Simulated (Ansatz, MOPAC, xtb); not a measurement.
Pair of molecules: C2H4 (SMILES C=C) (first 6 atoms) with H4OSi (SMILES O[SiH3]); geometry from B3LYP-D3(BJ)/def2-TZVP, rigid monomers moved along the line of their centres of mass till C2···H9 is 3.32 Å.
(charge 0, multiplicity 1):
```xyz
12

C      0.63587     0.57710     0.24901
C     -0.04035    -0.56029     0.14688
H      0.16450     1.49099     0.59027
H      1.68604     0.64070    -0.00892
H      0.42937    -1.47331    -0.19834
H     -1.09181    -0.62224     0.40078
O      0.54157    -0.50824     4.36209
Si    -0.77315     0.22927     5.02736
H      0.61807    -0.46783     3.40028
H     -0.80435     1.68327     4.72299
H     -0.67196     0.03085     6.48720
H     -2.04533    -0.35679     4.53156
```

Monomers are frozen at their geometry in the pair; levels with a basis set take the counterpoise correction.

Correlated levels freeze the cores. The state reached by AM1 isn't checked.

Programs: Ansatz (an electronic-structure program); MOPAC for AM1 (differences of heats of formation); xtb for the GFN methods. Values without a source in brackets are computed.

Q: Predict the interaction energy from AM1.

A: -8 meV

Q: Predict the interaction energy from GFN-FF.

A: -57 meV

Q: Estimate the interaction energy that CCSD(T)/aug-cc-pV(D+d)Z returns for this input.

A: -74 meV
